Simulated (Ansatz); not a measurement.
Relaxation of the cluster Nb₄⁻ with UKS PBE0-D4/def2-SVPD.

```sh
$ ansatz run in.yaml --threads 4 --pin off --events-out ev --progress --plain --max-ram 3916MiB
```

```yaml
crystal:
  periodic: [false, false, false]
  atoms:
    - {symbol: Nb, position_ang: [1.310580, 0.459150, -2.374490]}
    - {symbol: Nb, position_ang: [0.123860, 0.548390, 0.623380]}
    - {symbol: Nb, position_ang: [-2.481230, 0.733000, 0.142510]}
    - {symbol: Nb, position_ang: [1.046790, -1.740540, 1.608600]}
basis:
  gaussian: {orbitals: def2-SVPD}
total_charge: -1
magnetization: {spin_polarized: true, initial_magnetization: 1}
hamiltonian: {xc: pbe0, dispersion: d4}
scf: {lower_state_search: "off"}
output: {orbitals: {seedname: orbitals}}
relax: {f_tol: 0.02, max_steps: 100}
```

It took 3.5 min on 4 threads of Intel Xeon Platinum 8259CL on a shared host.

Positions (Å) and forces (eV/Å) at steps 1, 2, 3, 4, 5, 6, 7, 8, 9, 10, 11, 12, 13, 14 of 14:

```xyz
4
step=1 energy=-6189.2093 eV
Nb    1.311    0.459   -2.374   -0.420   -0.081    1.015
Nb    0.124    0.548    0.623   -1.056    0.144   -1.012
Nb   -2.481    0.733    0.143    1.739   -0.316    0.294
Nb    1.047   -1.741    1.609   -0.263    0.253   -0.298
4
step=2 energy=-6189.9147 eV
Nb    1.250    0.424   -2.268   -0.585   -0.109    1.105
Nb    0.095    0.613    0.598   -1.792    0.417   -1.097
Nb   -2.306    0.648    0.153    2.716   -0.422    0.340
Nb    0.962   -1.685    1.517   -0.339    0.113   -0.348
4
step=3 energy=-6190.6945 eV
Nb    1.194    0.413   -2.171   -0.598   -0.189    0.935
Nb   -0.001    0.633    0.527    0.393    0.574   -0.329
Nb   -2.112    0.606    0.170    0.590   -0.520   -0.158
Nb    0.919   -1.652    1.474   -0.385    0.134   -0.447
4
step=4 energy=-6191.2447 eV
Nb    1.085    0.360   -2.019   -0.626   -0.276    0.873
Nb    0.060    0.744    0.531    1.523    0.912    0.170
Nb   -1.985    0.503    0.125   -0.429   -0.787   -0.460
Nb    0.840   -1.607    1.362   -0.468    0.151   -0.583
4
step=5 energy=-6191.9823 eV
Nb    0.975    0.295   -1.871   -0.679   -0.331    0.994
Nb    0.157    0.878    0.569    1.038    0.738    0.182
Nb   -1.884    0.381    0.069    0.146   -0.783   -0.431
Nb    0.752   -1.555    1.233   -0.505    0.376   -0.746
4
step=6 energy=-6192.6665 eV
Nb    0.871    0.230   -1.720   -0.627   -0.579    0.797
Nb    0.224    0.975    0.597    0.952    0.984    0.654
Nb   -1.772    0.279    0.019    0.271   -0.940   -0.464
Nb    0.677   -1.484    1.104   -0.596    0.536   -0.988
4
step=7 energy=-6193.6029 eV
Nb    0.779    0.140   -1.580   -0.570   -0.709    1.012
Nb    0.277    1.083    0.654    1.171    0.915    0.737
Nb   -1.655    0.173   -0.024    0.274   -1.278   -0.392
Nb    0.598   -1.396    0.949   -0.875    1.073   -1.358
4
step=8 energy=-6194.5184 eV
Nb    0.720    0.067   -1.475   -0.484   -0.576    1.511
Nb    0.357    1.167    0.716    0.557    0.187    0.028
Nb   -1.582    0.064   -0.048    0.690   -0.864   -0.069
Nb    0.506   -1.298    0.807   -0.763    1.253   -1.470
4
step=9 energy=-6194.6991 eV
Nb    0.678    0.008   -1.330    0.403    0.253   -2.348
Nb    0.402    1.199    0.717    0.539    1.977    1.240
Nb   -1.520   -0.018   -0.053   -1.680    0.094   -0.529
Nb    0.440   -1.189    0.666    0.738   -2.324    1.637
4
step=10 energy=-6194.9556 eV
Nb    0.643    0.031   -1.396    0.145   -0.041   -0.205
Nb    0.436    1.211    0.763    0.100    0.297    0.154
Nb   -1.528   -0.007   -0.098   -0.319   -0.025    0.000
Nb    0.449   -1.234    0.731    0.073   -0.231    0.051
4
step=11 energy=-6194.9464 eV rejected
Nb    0.679    0.016   -1.391   -0.284    0.054   -0.006
Nb    0.421    1.227    0.756    0.119   -0.061    0.098
Nb   -1.546    0.007   -0.064    0.122   -0.037   -0.257
Nb    0.446   -1.250    0.700    0.044    0.044    0.165
4
step=12 energy=-6194.9592 eV
Nb    0.648    0.025   -1.398   -0.009    0.046    0.000
Nb    0.449    1.219    0.773   -0.074   -0.026   -0.070
Nb   -1.543   -0.008   -0.098    0.063    0.062    0.018
Nb    0.447   -1.236    0.722    0.020   -0.083    0.052
4
step=13 energy=-6194.9582 eV rejected
Nb    0.657    0.018   -1.393   -0.075    0.043   -0.016
Nb    0.433    1.225    0.767    0.030   -0.111    0.005
Nb   -1.542    0.004   -0.087    0.066   -0.025   -0.055
Nb    0.453   -1.248    0.713   -0.021    0.092    0.066
4
step=14 energy=-6194.9604 eV
Nb    0.648    0.026   -1.399   -0.002    0.000    0.003
Nb    0.441    1.218    0.769    0.001    0.004   -0.001
Nb   -1.539   -0.003   -0.095    0.003   -0.002   -0.001
Nb    0.449   -1.241    0.725   -0.002   -0.003   -0.001
```

In the def2 sets Nb takes a core potential; there is no spin–orbit coupling. The charge -1 doublet is spin-contaminated (final ⟨S²⟩ up to 1.43, 0.75 for a pure state). The highest occupied level of the charge -1 doublet lies above zero (up to 0.22 eV). The electron is either unbound and held by the finite basis, or the level is raised by self-interaction error. The structure comes from a short search, and lower isomers may exist.
